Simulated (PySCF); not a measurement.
Job file and geometry (Å, from GFN2-xTB) of an NMR shielding run on SMILES P(C(C)C)(C)c1ccco1, C8H13OP, GIAO PBE0/pcSseg-1 NMR shielding, non-relativistic, gas phase (PySCF 2.14.0, density-fitted response routines); density fitting, a coarse starting grid and PySCF grid level 2 are the driver's defaults:

```
$ OMP_NUM_THREADS=1 python probes_run.py task.json out

{"job": {"kind": "nmr", "xc": "PBE0", "basis": "pcSseg-1"}, "charge": 0, "multiplicity": 1}
C     -2.775535    -0.199529    -0.548977
C     -1.325531    -0.476641    -0.168241
C     -1.255639    -1.476141     0.981957
P     -0.478687     1.124540     0.348771
C     -0.328241     1.911142    -1.323793
C      1.209500     0.454834     0.434137
C      2.143578     0.524099     1.430228
C      3.273311    -0.187463     0.965841
C      2.944059    -0.636277    -0.275729
O      1.703600    -0.254459    -0.607613
H     -2.839203     0.489572    -1.388442
H     -3.309595     0.234868     0.294617
H     -3.274156    -1.125959    -0.831499
H     -0.788179    -0.879335    -1.036072
H     -0.222564    -1.689526     1.252369
H     -1.737672    -2.411799     0.701336
H     -1.761119    -1.077292     1.859959
H      0.379310     2.735548    -1.252535
H      0.019055     1.194623    -2.066150
H     -1.294509     2.313743    -1.620039
H      2.029188     1.021960     2.371242
H      4.197676    -0.344293     1.483095
H      3.486600    -1.219231    -0.994385
```

Question: What does the program print?

Answer: 
```
coarse grid: 19464 points
cycle   1  E = -728.4398125652  dE =  1.472e+00  |g| = 5.594e-01  |ddm| = 4.423e+00
cycle   2  E = -728.4178905319  dE =  2.192e-02  |g| = 6.606e-01  |ddm| = 9.881e-01
cycle   3  E = -728.5133718464  dE = -9.548e-02  |g| = 9.173e-02  |ddm| = 5.289e-01
cycle   4  E = -728.5146611634  dE = -1.289e-03  |g| = 4.352e-02  |ddm| = 9.474e-02
cycle   5  E = -728.5150011009  dE = -3.399e-04  |g| = 1.433e-02  |ddm| = 4.089e-02
cycle   6  E = -728.5150469085  dE = -4.581e-05  |g| = 4.759e-03  |ddm| = 1.793e-02
cycle   7  E = -728.5150523763  dE = -5.468e-06  |g| = 8.207e-04  |ddm| = 4.872e-03
final grid: 182640 points
cycle   8  E = -728.5872554971  dE = -5.776e-05  |g| = 1.366e-02  |ddm| = 5.218e-02
cycle   9  E = -728.5872183875  dE =  3.711e-05  |g| = 1.962e-02  |ddm| = 2.369e-02
cycle  10  E = -728.5872944078  dE = -7.602e-05  |g| = 2.988e-03  |ddm| = 1.391e-02
cycle  11  E = -728.5872963347  dE = -1.927e-06  |g| = 3.520e-04  |ddm| = 2.783e-03
cycle  12  E = -728.5872963556  dE = -2.090e-08  |g| = 2.123e-04  |ddm| = 5.914e-04
cycle  13  E = -728.5872963665  dE = -1.093e-08  |g| = 3.874e-05  |ddm| = 2.131e-04
cycle  14  E = -728.5872963669  dE = -3.058e-10  |g| = 1.865e-05  |ddm| = 6.596e-05
converged SCF energy = -728.5872963669

GIAO shielding tensors (ppm)
atom      isotropic    diamagn.    paramagn.     s11        s22        s33       span
  0 C      165.781     246.961     -81.180    154.182    156.136    187.026     32.845
  1 C      149.783     251.539    -101.756    137.829    148.256    163.264     25.435
  2 C      164.528     248.591     -84.063    151.857    156.130    185.597     33.740
  3 P      382.578     968.113    -585.535    346.657    366.350    434.725     88.068
  4 C      172.441     253.489     -81.048    162.943    167.795    186.586     23.643
  5 C       25.901     262.576    -236.675    -51.568     30.692     98.580    150.148
  6 C       58.523     254.694    -196.171    -40.307     62.050    153.825    194.133
  7 C       69.671     260.890    -191.220    -17.192     65.236    160.968    178.160
  8 C       35.909     249.769    -213.860    -44.271     44.348    107.650    151.921
  9 O       26.912     399.653    -372.741   -121.096    -64.268    266.101    387.198
 10 H       30.397      30.713      -0.316     24.678     30.045     36.469     11.791
 11 H       30.878      30.178       0.701     26.999     28.712     36.924      9.926
 12 H       30.425      29.164       1.260     25.974     27.438     37.862     11.888
 13 H       29.533      34.849      -5.316     25.751     29.177     33.670      7.919
 14 H       30.957      32.440      -1.483     24.652     32.756     35.463     10.811
 15 H       30.719      30.638       0.081     26.429     27.515     38.211     11.782
 16 H       31.003      31.404      -0.401     27.593     28.487     36.929      9.336
 17 H       30.594      30.375       0.219     26.158     27.861     37.763     11.605
 18 H       29.847      32.443      -2.596     25.173     29.063     35.304     10.131
 19 H       30.432      31.015      -0.583     25.548     28.301     37.446     11.898
 20 H       24.629      33.869      -9.240     22.328     23.544     28.015      5.687
 21 H       25.117      31.289      -6.172     23.078     25.500     26.773      3.695
 22 H       23.971      29.976      -6.005     20.917     24.605     26.392      5.475
```

Size and cost of the density-fitted run: 242 basis functions, about 3 core-minutes.
